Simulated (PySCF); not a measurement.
Run record for `OB(/C=C/O[SiH3])O`: PBE0/def2-SVP, start guess sap, full TDDFT, 3 singlets.

Method: TDDFT PBE0/def2-SVP, vertical, gas phase, core orbitals frozen in the response (PySCF 2.14.0, density-fitted response routines). Geometry: GFN2-xTB. The command runs a driver script over a list of jobs; the input below is this job's line of settings and its coordinates in Å.

Command:
```bash
OMP_NUM_THREADS=1 python probes_run.py task.json out
```

Input:
```
{"job": {"kind": "uv", "xc": "PBE0", "basis": "def2-SVP", "nstates": 3, "ntriplets": 2, "tda": false, "scf": {"guess": "sap"}}, "charge": 0, "multiplicity": 1}
O     -3.392994     0.410420     0.012672
B     -2.181655    -0.216854    -0.049969
O     -2.172819    -1.569768    -0.048515
C     -0.828898     0.559585    -0.125605
C      0.353858    -0.049604    -0.178888
O      1.514629     0.618043    -0.264843
Si     3.073216     0.152026    -0.228224
H     -3.368725     1.365409     0.010900
H     -3.051010    -1.950935    -0.002797
H     -0.825146     1.643391    -0.142758
H      0.417948    -1.130814    -0.162195
H      3.432500    -0.321706     1.110158
H      3.324697    -0.921081    -1.192358
H      3.703722     1.411415    -0.588966
```

Question: What does the run print?

Answer: 
```
final grid: 116784 points
cycle   1  E = -585.4363475422  dE =  3.106e+01  |g| = 8.214e+00  |ddm| = 2.380e+01
cycle   2  E = -474.9410532887  dE =  1.105e+02  |g| = 1.292e+01  |ddm| = 4.189e+01
cycle   3  E = -606.6082256637  dE = -1.317e+02  |g| = 5.570e+00  |ddm| = 3.592e+01
cycle   4  E = -610.8670980830  dE = -4.259e+00  |g| = 4.916e+00  |ddm| = 1.180e+01
cycle   5  E = -619.2813108036  dE = -8.414e+00  |g| = 1.394e+00  |ddm| = 1.022e+01
cycle   6  E = -619.6636234994  dE = -3.823e-01  |g| = 5.378e-01  |ddm| = 1.596e+00
cycle   7  E = -619.6886177660  dE = -2.499e-02  |g| = 3.909e-01  |ddm| = 7.857e-01
cycle   8  E = -619.7239325336  dE = -3.531e-02  |g| = 8.801e-02  |ddm| = 3.616e-01
cycle   9  E = -619.7252764568  dE = -1.344e-03  |g| = 4.875e-02  |ddm| = 8.903e-02
cycle  10  E = -619.7259415972  dE = -6.651e-04  |g| = 1.906e-02  |ddm| = 7.005e-02
cycle  11  E = -619.7260162281  dE = -7.463e-05  |g| = 5.140e-03  |ddm| = 1.751e-02
cycle  12  E = -619.7260210947  dE = -4.867e-06  |g| = 1.872e-03  |ddm| = 5.719e-03
cycle  13  E = -619.7260218198  dE = -7.251e-07  |g| = 3.015e-04  |ddm| = 1.911e-03
cycle  14  E = -619.7260218414  dE = -2.163e-08  |g| = 5.754e-05  |ddm| = 3.817e-04
cycle  15  E = -619.7260218420  dE = -5.333e-10  |g| = 3.281e-05  |ddm| = 6.439e-05
cycle  16  E = -619.7260218421  dE = -1.701e-10  |g| = 1.468e-05  |ddm| = 3.829e-05
converged SCF energy = -619.7260218421

Static polarisability (au): isotropic 67.087, principal 44.678 61.721 94.861

Singlet excitations
state   eV       nm        f      main configurations
  1   6.1838    200.5   0.00196   H->L+1 0.98
  2   6.3468    195.3   0.59989   H->L 0.95
  3   7.3043    169.7   0.00036   H-2->L 0.94

Triplet excitations (Tamm-Dancoff, eV): 3.9299 6.0513
```

H and L stand for HOMO and LUMO; the number after each pair is its weight.

Question: Give S1 in cm⁻¹ and kJ/mol.

Answer: 6.1838 eV × 8065.54 = 49876 cm⁻¹; × 96.485 = 596.6 kJ/mol.

Question: Give the mean polarisability as a volume in Å³, and the ratio of the largest to the smallest principal value.

Answer: 67.087 au × 0.148185 = 9.94 Å³; 94.861/44.678 = 2.12.

In short: SCF converged in 16 cycles with 137 basis and 758 fitting functions; HOMO -6.83 eV, LUMO -0.05 eV; lowest singlet 6.18 eV; lowest triplet 3.93 eV (Tamm–Dancoff); mean polarisability 67.1 au.

Rough CPU time on one thread of a shared machine: about 40 s.

Conformer computed: `[OH:1][B:2]([OH:3])/[CH:4]=[CH:5]/[O:6][SiH3:7]`: O1–B2–C4–C5 180°, C4–C5–O6–Si7 174°, H–O1–B2–O3 180°, H–O3–B2–O1 0°.

One conformer stands for the species.
